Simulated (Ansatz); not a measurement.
C8H14O6Si⁺, that is SiEt(OAc)3 with one electron fewer. Total charge 1; doublet. Geometry PBE-D4/def2-SVP, that of the neutral singlet; atoms count from 1.

```xyz
29

Si   -0.2107   -0.1624   -0.2478
C    -1.6591   -0.9720   -1.0777
C    -2.7742    0.0043   -1.4835
H    -2.0272   -1.7390   -0.3624
H    -1.2574   -1.5145   -1.9592
H    -3.6281   -0.5333   -1.9429
H    -3.1633    0.5651   -0.6089
H    -2.4166    0.7484   -2.2252
O     0.4480    1.1707   -1.1012
C     0.9068    0.9929   -2.3723
C     1.5115    2.2534   -2.9337
O     0.8256   -0.0744   -2.9517
H     1.8141    2.0932   -3.9828
H     2.3925    2.5407   -2.3249
H     0.7873    3.0884   -2.8612
O     1.1419   -1.1631    0.0388
C     1.0418   -2.1076    1.0157
C     2.3770   -2.6981    1.3699
O    -0.0254   -2.3846    1.5351
H     2.2455   -3.5715    2.0312
H     2.9613   -1.9148    1.8955
H     2.9401   -2.9705    0.4567
O    -0.7903    0.5836    1.1666
C    -0.0685    0.8711    2.2910
C    -0.9486    1.4573    3.3656
O     1.1223    0.6583    2.3900
H    -0.3356    1.7626    4.2310
H    -1.6916    0.6960    3.6804
H    -1.5190    2.3199    2.9677
```

Estimate the Mulliken populations from the PBE0/def2-SVP orbitals of Ansatz.


```csv
atom,charge (e),spin (α − β)
Si1,1.02,-0.01
C2,-0.36,0.03
C3,-0.11,0.00
H4,0.13,0.01
H5,0.13,0.00
H6,0.10,0.01
H7,0.08,0.00
H8,0.07,0.01
O9,-0.42,0.02
C10,0.24,-0.04
C11,-0.06,0.04
O12,-0.14,0.29
H13,0.12,0.00
H14,0.13,0.00
H15,0.12,0.00
O16,-0.41,0.06
C17,0.23,-0.04
C18,-0.06,0.03
O19,-0.16,0.25
H20,0.11,0.00
H21,0.13,0.00
H22,0.12,0.00
O23,-0.42,0.05
C24,0.24,-0.04
C25,-0.07,0.04
O26,-0.14,0.28
H27,0.11,0.00
H28,0.13,0.00
H29,0.12,0.00
```
Mulliken values and Mayer orders depend strongly on the basis.

Where does the spin sit?

Summed by element: Si -0.01, C 0.02, H 0.03, O 0.96, of 1 unpaired in all. Largest on single atoms: O12 0.29, O26 0.28, O19 0.25.

And the Mayer bond orders between bonded heavy atoms (over 0.3)?

Si1–C2 1.03 (1.86 Å); Si1–O9 0.91 (1.71 Å); Si1–O16 0.92 (1.71 Å); Si1–O23 0.92 (1.70 Å); C2–C3 1.05 (1.54 Å); O9–C10 1.11 (1.36 Å); C10–C11 1.02 (1.51 Å); C10–O12 1.89 (1.22 Å); O16–C17 1.08 (1.36 Å); C17–C18 1.04 (1.50 Å); C17–O19 1.88 (1.22 Å); O23–C24 1.09 (1.37 Å); C24–C25 1.02 (1.51 Å); C24–O26 1.90 (1.21 Å).
